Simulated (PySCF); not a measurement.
# Assignment exercise: C2H11NO2Si3

Mapped SMILES: `[CH3:1][C:2](=[O:3])[O:4][SiH2:5][N:6]([SiH3:7])[SiH3:8]` (H(Xn): hydrogen on atom n).

How the numbers were obtained: PBE0/pcSseg-1 with gauge-including orbitals, GFN2-xTB geometry, in PySCF 2.14.0 with density-fitted response routines (equivalent nuclei averaged, a single conformation, no solvent, non-relativistic Hamiltonian).

δ = σ(ref) − σ, references computed at the same level: ¹³C (σ = 186.93 ppm) and ¹H (σ = 31.72 ppm) vs TMS.

(1) Assign these signals to the numbered atoms. ¹³C{¹H} NMR (computed): δ 177.0, 24.0.

(2) Assign these signals to the numbered atoms. ¹H NMR (400 MHz, computed): δ 5.35 (s, 2H), 4.80 (s, 6H), 2.24 (s, 3H).

Answers

(1) 
| δ (ppm) | atoms | environment | reason |
| --- | --- | --- | --- |
| 177.0 | C2 | carbonyl carbon | – |
| 24.0 | C1 | methyl carbon α to a carbonyl | α to the electron-withdrawing carbonyl group |

(2) 
| δ (ppm) | atoms | environment | reason |
| --- | --- | --- | --- |
| 5.35 | H(Si5) | hydrogen on a silicon bonded to N, O | – |
| 4.80 | H(Si7)/H(Si8) | hydrogen on a silicon bonded to N | – |
| 2.24 | H(C1) | hydrogen on a methyl carbon α to a carbonyl | α to C=O |

Shifts are as computed. Against solution values, carbons near 30 ppm lie about +3 ppm off and those near 130 ppm about +5 ppm. Of 1211 compounds with measured shifts, 218 miss one by over three times the rms of a fit or turn the order of signals round; such compounds aren't used in these exercises. Multiplicities follow the n + 1 count of equivalent neighbours, as no J values were calculated; m marks all less simple cases, F and P coupling included.
